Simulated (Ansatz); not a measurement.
Species: H2S2, charge 0, triplet. This triplet is an excited state, 2.4 eV above the singlet at CCSD(T)/cc-pV(Q+d)Z (Ansatz, a first-principles code). H2S2 (parent SMILES SS, triplet).
B3LYP-D3(BJ)/def2-TZVP minimum from Ansatz:
```xyz
4

S     -1.0517     0.0315     0.7307
S      1.0517    -0.0315    -0.7307
H     -1.7376    -0.0281    -0.4225
H      1.7376     0.0281     0.4225
```
Charge 0, spin multiplicity 3.

Total energies in cc-pV(D+d)Z, 14 correlated electrons, 10 frozen orbitals. Radicals and triplets start from unrestricted determinants; spin-orbit coupling is neglected. Correlated methods leave the cores frozen. No relativity. The UHF reference of H2S2 (parent SMILES SS, triplet) is spin-contaminated (<S^2> up to 0.07 over the pure value in the sets run). The determinant of H2S2 (parent SMILES SS, triplet) is a saddle point of the SCF energy; a lower one exists, which strains HF and MP2. The spin of H2S2 (parent SMILES SS, triplet) was assumed, and the state is the lowest solution found for it.

```
method    program  energy (Eh)  minus CCSDT(Q) (mEh)
--------  -------  -----------  --------------------
HF         Ansatz   -796.14881                323.20
MP2        Ansatz   -796.41877                 53.24
CCSD       Ansatz   -796.45630                 15.71
CCSD(T)    Ansatz   -796.46871                  3.30
CCSDT(Q)   Ansatz   -796.47201                  0.00
```
